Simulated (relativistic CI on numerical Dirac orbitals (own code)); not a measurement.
**Spin-allowed bands of a d8 ion in an octahedral site, by hand**

Problem. A d8 ion in an octahedral site has a 3A2 ground term and spin-allowed bands at ν1 = 7350 and ν2 = 10923 cm⁻¹ (from a computed ligand-field model). Find Δ and the Racah parameter B, and predict the third band.

Working.
1. The F term splits into A2 (−1.2Δ), T2 (−0.2Δ) and T1 (+0.6Δ), so ν1 = E(T2) − E(A2) = Δ = 7350 cm⁻¹.
2. T1(F) mixes with T1(P), which lies at 15B, through an element 0.4Δ. The two roots, counted from A2, are ν2,3 = ½(15B + 3Δ) ∓ ½√[(15B − Δ)² + 12BΔ].
3. Solving the lower root for B gives B = (2ν1² + ν2² − 3ν1ν2)/(15ν2 − 27ν1) = -13495221/-34605 = 390 cm⁻¹.
4. The sum of the roots is 15B + 3Δ, so ν3 = 15B + 3ν1 − ν2 = 16977 cm⁻¹ (589 nm).

Check. The bands were computed by exact diagonalisation of the d8 shell with B = 390 and Δ = 7350 cm⁻¹, which gives ν3 = 16977 cm⁻¹. C does not enter the terms of highest spin.
